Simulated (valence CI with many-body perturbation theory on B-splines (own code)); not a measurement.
**Ir XXXVII: what the settings do**

Computed by relativistic CI+MBPT: five valence electrons over a frozen Dirac-Fock core [Kr], radial functions for each j: 6 s, 6 p, 5 d, 5 f, 1 g, with the one-electron correlation potential Σ1 (screened to all orders), the two-electron term Σ2, the three-electron term Σ3, Breit, model QED; selected single and double excitations, second order for the rest, scaled by the run's own slope (own B-spline code, finite nucleus).

The last digits are not significant, and no measured levels were compared; by estimate large intervals hold to a few tenths of a per cent, small ones and those within an open d or f shell to about a per cent. Only levels of the ground parity were solved; by the run's estimate the other parity begins above the list, which can be wrong where configurations are misplaced.

The reference run has the lowest level (4d3/2^4 4d5/2) J=5/2 and an ionisation energy of 1604.21 eV. Its largest variational space holds 10000 state functions.

Levels are named by their leading jj configuration (3d3/2^4 stands for four electrons in 3d with j = 3/2), which in mixed levels can hold well under half, so a name can repeat and another be missing. Letters in brackets count levels of one name in rising energy.

| Level | Reference (cm⁻¹) | Shift (cm⁻¹) |
| --- | --- | --- |
| (4d3/2^3 4d5/2^2) J=5/2 [a] | 133928 | +1214 |
| (4d3/2^3 4d5/2^2) J=7/2 [a] | 173507 | +1199 |
| (4d3/2^3 4d5/2^2) J=3/2 [a] | 178008 | +1208 |
| (4d3/2^3 4d5/2^2) J=11/2 | 181867 | +1202 |
| (4d3/2^3 4d5/2^2) J=9/2 | 195400 | +1230 |
| (4d3/2^3 4d5/2^2) J=5/2 [b] | 204899 | +1269 |
| (4d3/2^3 4d5/2^2) J=1/2 | 213376 | +1316 |
| (4d3/2^3 4d5/2^2) J=7/2 [b] | 220401 | +1225 |
| (4d3/2^3 4d5/2^2) J=3/2 [b] | 269971 | +1376 |
| (4d3/2^2 4d5/2^3) J=5/2 [a] | 305966 | +2373 |
| (4d3/2^2 4d5/2^3) J=7/2 [a] | 332242 | +2439 |
| (4d3/2^2 4d5/2^3) J=11/2 | 337803 | +2435 |

The ionisation energy moves by +0.52 eV.

(1) Which of these changes was made?
A. lowest core n in screening and Σ2 2 → 4; scale of Σ2 1 → 0.8
B. selection threshold (hartree) 2e-08 → 1e-05
C. shift of the energy in Σ1 (hartree) 0 → 9.339

Results:

(1) C. shift of the energy in Σ1 (hartree) 0 → 9.339.
